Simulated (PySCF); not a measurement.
How methods differ on the excitation energy of Ga

Ga [Ar] 3d10 4s2 4p1 (2P) → Ga [Ar] 3d10 4s1 4p1 4d1 (high-spin determinant), as a difference of total energies. Computed with PySCF 2.14 in aug-cc-pV5Z-PP with ECP10MDF (8s7p6d4f3g2h, 136 functions), with scalar relativity through the core potential. Correlated levels: valence: 3s2 3p6 3d10 frozen. The calculations carry no spin-orbit coupling.

| method | excitation energy (cm⁻¹) |
| --- | --- |
| UHF | 69393 |
| LDA | 84600 |
| PBE | 81129 |
| PBE0 | 79601 |
| r2SCAN | 80832 |
| PW91 | 81548 |
| M06-L | 82454 |
| BP86 | 81827 |
| MP2 (valence) | 76245 |
| SCS-MP2 (valence) | 78232 |

The upper state lies above the first ionisation limit, but in LS coupling its spin forbids autoionisation to the ground ion.

The promoted electron is Rydberg-like, and one or two diffuse shells describe it only roughly, which tends to raise the upper state.

The determinant of the upper state mixes LS terms, which raises its energy above the lowest term, most at the Hartree-Fock and MP2 levels.
